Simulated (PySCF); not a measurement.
C3H12GaN, neutral, multiplicity 1. Atoms are numbered in the order given.

```xyz
17

Ga     0.0000     0.0000     0.2094
C     -1.7081     0.9862     0.5044
H     -1.6864     2.0039     0.0799
H     -1.9022     1.0982     1.5841
H     -2.5786     0.4585     0.0799
C      1.7081     0.9862     0.5044
H      1.6864     2.0039     0.0799
H      2.5786     0.4585     0.0799
H      1.9022     1.0982     1.5841
C      0.0000    -1.9723     0.5044
H      0.0000    -2.1965     1.5841
H      0.8923    -2.4624     0.0799
H     -0.8923    -2.4624     0.0799
N      0.0000     0.0000    -1.9698
H      0.8233    -0.4754    -2.3381
H      0.0000     0.9507    -2.3381
H     -0.8233    -0.4754    -2.3381
```

Geometry optimised at PBE0-D3(BJ)/def2-SVP. The isomer is the one that the SMILES or the coordinates give; other isomers of the formula were not compared. Other conformers were not sampled.

Computed with PBE0-D3(BJ)/def2-SVP (PySCF).

Frequencies are harmonic and unscaled.

Modes within 1.5 cm⁻¹ of each other (mostly degenerate sets) share a row, with their intensities summed.

```json
[
 {"mode": "1", "ν (cm⁻¹)": "73", "IR (km/mol)": "0.0", "moving atoms (share of kinetic energy)": "H 99 %"},
 {"mode": "2", "ν (cm⁻¹)": "96", "IR (km/mol)": "0.0", "moving atoms (share of kinetic energy)": "H 100 %"},
 {"mode": "3–4", "ν (cm⁻¹)": "100", "IR (km/mol)": "0.0", "moving atoms (share of kinetic energy)": "H 95 %"},
 {"mode": "5–6", "ν (cm⁻¹)": "127", "IR (km/mol)": "8.4", "moving atoms (share of kinetic energy)": "H 35 %, C 31 %, N 29 %"},
 {"mode": "7–8", "ν (cm⁻¹)": "148", "IR (km/mol)": "2.9", "moving atoms (share of kinetic energy)": "C 46 %, H 37 %, Ga 16 %"},
 {"mode": "9", "ν (cm⁻¹)": "157", "IR (km/mol)": "8.9", "moving atoms (share of kinetic energy)": "C 38 %, H 34 %, Ga 26 %"},
 {"mode": "10", "ν (cm⁻¹)": "312", "IR (km/mol)": "8.7", "moving atoms (share of kinetic energy)": "N 68 %, Ga 16 %, H 16 %"},
 {"mode": "11–12", "ν (cm⁻¹)": "518", "IR (km/mol)": "9.2", "moving atoms (share of kinetic energy)": "H 83 %, N 11 %"},
 {"mode": "13", "ν (cm⁻¹)": "520", "IR (km/mol)": "4.3", "moving atoms (share of kinetic energy)": "C 77 %, H 21 %"},
 {"mode": "14–15", "ν (cm⁻¹)": "562", "IR (km/mol)": "92.6", "moving atoms (share of kinetic energy)": "C 55 %, H 24 %, Ga 21 %"},
 {"mode": "16", "ν (cm⁻¹)": "624", "IR (km/mol)": "0.0", "moving atoms (share of kinetic energy)": "H 86 %, C 14 %"},
 {"mode": "17–18", "ν (cm⁻¹)": "681", "IR (km/mol)": "73.8", "moving atoms (share of kinetic energy)": "H 78 %, C 15 %"},
 {"mode": "19", "ν (cm⁻¹)": "731", "IR (km/mol)": "100.7", "moving atoms (share of kinetic energy)": "H 74 %, C 22 %"},
 {"mode": "20–21", "ν (cm⁻¹)": "749", "IR (km/mol)": "154.8", "moving atoms (share of kinetic energy)": "H 75 %, C 22 %"},
 {"mode": "22", "ν (cm⁻¹)": "1167", "IR (km/mol)": "166.3", "moving atoms (share of kinetic energy)": "H 83 %, N 17 %"},
 {"mode": "23–24", "ν (cm⁻¹)": "1211", "IR (km/mol)": "45.2", "moving atoms (share of kinetic energy)": "H 79 %, C 20 %"},
 {"mode": "25", "ν (cm⁻¹)": "1217", "IR (km/mol)": "0.0", "moving atoms (share of kinetic energy)": "H 82 %, C 18 %"},
 {"mode": "26–27", "ν (cm⁻¹)": "1429", "IR (km/mol)": "1.9", "moving atoms (share of kinetic energy)": "H 95 %"},
 {"mode": "28", "ν (cm⁻¹)": "1432", "IR (km/mol)": "0.0", "moving atoms (share of kinetic energy)": "H 95 %"},
 {"mode": "29–31", "ν (cm⁻¹)": "1440", "IR (km/mol)": "4.3", "moving atoms (share of kinetic energy)": "H 96 %"},
 {"mode": "32–33", "ν (cm⁻¹)": "1624", "IR (km/mol)": "45.0", "moving atoms (share of kinetic energy)": "H 95 %"},
 {"mode": "34–35", "ν (cm⁻¹)": "3036", "IR (km/mol)": "54.2", "moving atoms (share of kinetic energy)": "H 97 %"},
 {"mode": "36", "ν (cm⁻¹)": "3038", "IR (km/mol)": "0.1", "moving atoms (share of kinetic energy)": "H 97 %"},
 {"mode": "37–42", "ν (cm⁻¹)": "3135", "IR (km/mol)": "115.4", "moving atoms (share of kinetic energy)": "H 91 %, C 9 %"},
 {"mode": "43", "ν (cm⁻¹)": "3506", "IR (km/mol)": "12.9", "moving atoms (share of kinetic energy)": "H 98 %"},
 {"mode": "44–45", "ν (cm⁻¹)": "3641", "IR (km/mol)": "68.6", "moving atoms (share of kinetic energy)": "H 92 %, N 8 %"}
]
```
